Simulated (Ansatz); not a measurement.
FHMoO$_{2}$S (`[O]=[Mo]([OH])([F])=[S]`) from Hartree–Fock to CCSD(T)

```xyz
6

O     0.2302    0.2430   -1.7277
Mo   -0.3525    0.0647   -0.1789
O     1.0619   -0.1929    0.9956
F    -1.3311    1.5509    0.2897
S    -1.5859   -1.6387   -0.1288
H     1.9774   -0.0269    0.7502
```

Total charge 0; spin multiplicity 1. Correlated methods include outer-core shells of Mo, which these sets cover unevenly. Mo: def2 effective core potential. The geometry is a stationary point of PBE0-D4/def2-TZVP. It is one conformer, not always the lowest. Frozen core, restricted reference, Ansatz 0.2.0.

```
     basis     HF (Eh)  MP2 corr.  CCSD corr.       (T)  CCSD(T) total
  def2-SVP  -714.53251   -1.16167           ?  -0.06041              ?
def2-TZVPP           ?          ?           ?  -0.09014              ?
def2-QZVPP  -715.05609   -1.65056           –         –              –
```

Question: Fill in the withheld values. (Estimate.)

Answer: Computed: def2-SVP CCSD corr.: -1.08857; def2-SVP CCSD(T) total: -715.68149; def2-TZVPP HF (Eh): -715.02808; def2-TZVPP MP2 corr.: -1.52688; def2-TZVPP CCSD corr.: -1.44312; def2-TZVPP CCSD(T) total: -716.56134.
